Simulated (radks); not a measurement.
Problem. Species: As XXV. Configuration: [He] 2s2 2p5. Calculated with a radial shooting solver on a logarithmic mesh with Libxc functionals: Dirac Kohn-Sham, PBE, spin-unpolarised, spherical densities, point nucleus; open shells are shared between the two j in proportion to 2j + 1. Some entries of the table are withheld. Estimate them.

| orbital | occ. | eigenvalue (eV) | r(max) (bohr) |
|---|---|---|---|
| 1s1/2 | 2 | (1) | 0.02972 |
| 2s1/2 | 2 | -2599.852 | (2) |
| 2p1/2 | 1.66667 | (3) | (4) |
| 2p3/2 | 3.33333 | (5) | (6) |

Solution. 
(1) 1s1/2 eigenvalue (eV): -12944.98
(2) 2s1/2 r(max) (bohr): 0.1674
(3) 2p1/2 eigenvalue (eV): -2464.045
(4) 2p1/2 r(max) (bohr): 0.1314
(5) 2p3/2 eigenvalue (eV): -2424.688
(6) 2p3/2 r(max) (bohr): 0.1343
